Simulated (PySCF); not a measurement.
**Basis and Hamiltonian dependence of the excitation energy of C⁺**

C⁺ [He] 2s2 2p1 (2P) → C⁺ [He] 2s1 2p2 (4P). Calculated with PySCF 2.14 from differences of total energies of unrestricted determinants, without spin-orbit coupling. Values in eV.

```csv
basis,Hamiltonian,functions,UHF,r2SCAN,PBE0,MP2 (valence),CCSD(T) (valence),CCSD(T) (valence and next inner shell)
x2c-TZVPPall,spin-free X2C,31,3.657,4.382,4.849,4.703,5.278,5.260
cc-pVQZ,non-relativistic,55,3.641,n/a,n/a,4.775,5.318,n/a
x2c-QZVPPall,spin-free X2C,57,3.652,4.387,4.850,4.776,5.322,5.290
"aug-cc-pVTZ with one added diffuse shell each of s, p, d, f type",non-relativistic,62,3.658,4.383,4.855,4.722,5.292,n/a
dyall-av3z,spin-free X2C,71,3.650,4.381,4.849,4.758,5.319,n/a
dyall-acv3z,spin-free X2C,76,3.650,4.382,4.849,4.758,5.319,5.314
aug-cc-pCVQZ-DK,spin-free X2C,109,3.655,4.390,4.853,4.802,n/a,n/a
aug-cc-pV5Z,non-relativistic,127,3.636,4.371,4.835,4.803,n/a,n/a
```

Frozen in the all-electron rows: valence: 1s2; valence and next inner shell: nothing.

Reference for a calculation without spin-orbit coupling: 5.331 eV (measured, between term centres; NIST).
